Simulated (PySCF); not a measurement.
One of the candidates below gave these computed data.

All candidates are C9H11N.

* Rotational structure: rotational constants A, B, C: 4.216, 0.620, 0.559 GHz [GFN2-xTB]
* 13C NMR: chemical shifts (computed TMS as zero) by class: 162.8 (1 C), 141.7 (1 C), 136.3 (1 C), 135.2 (2 C), 133.8 (2 C), 60.8 (1 C), 19.8 (1 C) ppm [GIAO PBE0/pcSseg-1]
* 1H NMR: chemical shifts (computed TMS as zero) by class: 8.39 (1 H), 8.23 (2 H), 7.70 (2 H), 7.66 (1 H), 3.92 (2 H), 1.45 (3 H) ppm [GIAO PBE0/pcSseg-1]
* Dipole: 1.05 D [PBE0/pcSseg-1]
* NMR, other nuclei: isotropic shieldings of nuclei other than C and H, by class: -119 (1 N) ppm [GIAO PBE0/pcSseg-1]

Electronic properties: PySCF, gas phase, density fitting. Levels stand in brackets. The structure is a single GFN2-xTB conformer in the gas phase; no vibrational or solvent corrections. Each NMR value is the plain mean over a class of atoms that symmetry, rotation or inversion makes alike.

Question: Which candidate is it?
A. `CC/N=C/c1ccccc1`
B. `C#C[C@H](C)c1cccn1C`
C. `c1ccc(NC2CC2)cc1`
D. `C=Cc1cccc(NC)c1`
E. `C=Cc1ccccc1NC`

Answer: A. It is `CC/N=C/c1ccccc1`. Numbering: `[CH3:1][CH2:2]/[N:3]=[CH:4]/[c:5]1[cH:6][cH:7][cH:8][cH:9][cH:10]1`. Its formula, C9H11N, gives 5 degrees of unsaturation: 1 ring and 4 π bonds in the structure found (Kekulé form). 9 carbons fall into 7 classes; from least to most shielded: imine carbon [C4] (162.8 ppm), substituted aromatic carbon [C5] (141.7 ppm), aromatic CH carbon [C8] (136.3 ppm), aromatic CH carbon [C6/C10] (135.2 ppm, 2 C, up to 3.0 ppm apart in this geometry), aromatic CH carbon [C7/C9] (133.8 ppm, 2 C), chain sp3 carbon bound to nitrogen [C2] (60.8 ppm), methyl carbon [C1] (19.8 ppm). Hydrogen classes from least to most shielded: 1 H on an imine carbon, C4 (8.39 ppm), 2 H on the ortho carbons, C6/C10 (8.23 ppm, a mean of values up to 1.3 ppm apart in this geometry), 2 H on the meta carbons, C7/C9 (7.70 ppm), 1 H on the para carbon, C8 (7.66 ppm), 2 H on an sp3 carbon bound to nitrogen, C2 (3.92 ppm, a mean of values up to 0.8 ppm apart in this geometry), 3 H on a methyl carbon, C1 (1.45 ppm, a mean of values up to 0.9 ppm apart in this geometry). The other shieldings belong to: -119 ppm, imine nitrogen [N3]. The optimised geometry has point group C1 and is an asymmetric top.

The others, at the same levels:
- `c1ccc(NC2CC2)cc1` fails: it has 6 carbon classes against 7; its computed 13C shifts are 153.1 (1 C), 134.8 (2 C), 121.8 (1 C), 116.0 (2 C), 27.6 (1 C), 9.6 (2 C) ppm, 1H shifts are 7.45 (2 H), 6.90 (1 H), 6.77 (2 H), 3.07 (1 H), 2.68 (1 H), 0.79 (2 H), 0.35 (2 H) ppm and rotational constant A is 3.799 GHz (against 4.216 GHz).
- `C#C[C@H](C)c1cccn1C` fails: it has 9 carbon classes against 7; its computed 13C shifts are 134.6 (1 C), 125.2 (1 C), 112.3 (1 C), 110.3 (1 C), 91.5 (1 C), 75.5 (1 C), 34.7 (1 C), 25.7 (1 C), 20.9 (1 C) ppm, 1H shifts are 6.51 (1 H), 6.26 (1 H), 6.18 (1 H), 3.88 (3 H), 3.61 (1 H), 1.69 (3 H), 1.59 (1 H) ppm and rotational constant A is 2.047 GHz (against 4.216 GHz).
- `C=Cc1ccccc1NC` fails: it has 9 carbon classes against 7; its computed 13C shifts are 150.1 (1 C), 141.0 (1 C), 135.4 (1 C), 133.2 (1 C), 128.6 (1 C), 122.1 (1 C), 121.8 (1 C), 112.4 (1 C), 31.9 (1 C) ppm, 1H shifts are 7.63 (1 H), 7.51 (1 H), 7.02 (1 H), 6.99 (1 H), 6.62 (1 H), 5.92 (1 H), 5.51 (1 H), 3.17 (1 H), 3.00 (3 H) ppm and rotational constant A is 1.625 GHz (against 4.216 GHz).
- `C=Cc1cccc(NC)c1` fails: it has 9 carbon classes against 7; its computed 13C shifts are 154.3 (1 C), 146.4 (1 C), 143.5 (1 C), 134.8 (1 C), 119.0 (1 C), 118.4 (1 C), 116.5 (1 C), 114.1 (1 C), 32.1 (1 C) ppm, 1H shifts are 7.40 (1 H), 7.32 (1 H), 6.85 (1 H), 6.57 (1 H), 6.35 (1 H), 6.12 (1 H), 5.54 (1 H), 3.10 (1 H), 2.95 (3 H) ppm and rotational constant A is 2.456 GHz (against 4.216 GHz).

Each candidate is one conformer, not necessarily the lowest. The conformers computed, where there is a choice (atom-mapped SMILES and torsion angles):
- `[CH3:1][CH2:2]/[N:3]=[CH:4]/[c:5]1[cH:6][cH:7][cH:8][cH:9][cH:10]1`: C1–C2–N3–C4 -123°, N3–C4–C5–C6 -1°
- `[cH:1]1[cH:2][cH:3][c:4]([NH:5][CH:6]2[CH2:7][CH2:8]2)[cH:9][cH:10]1`: C3–C4–N5–C6 168°, C4–N5–C6–C7 -144°
- `[CH:1]#[C:2][C@H:3]([CH3:4])[c:5]1[cH:6][cH:7][cH:8][n:9]1[CH3:10]`: C2–C3–C5–C6 109°
- `[CH2:1]=[CH:2][c:3]1[cH:4][cH:5][cH:6][cH:7][c:8]1[NH:9][CH3:10]`: C1–C2–C3–C4 -35°, C7–C8–N9–C10 10°
- `[CH2:1]=[CH:2][c:3]1[cH:4][cH:5][cH:6][c:7]([NH:8][CH3:9])[cH:10]1`: C1–C2–C3–C4 15°, C6–C7–N8–C9 -164°
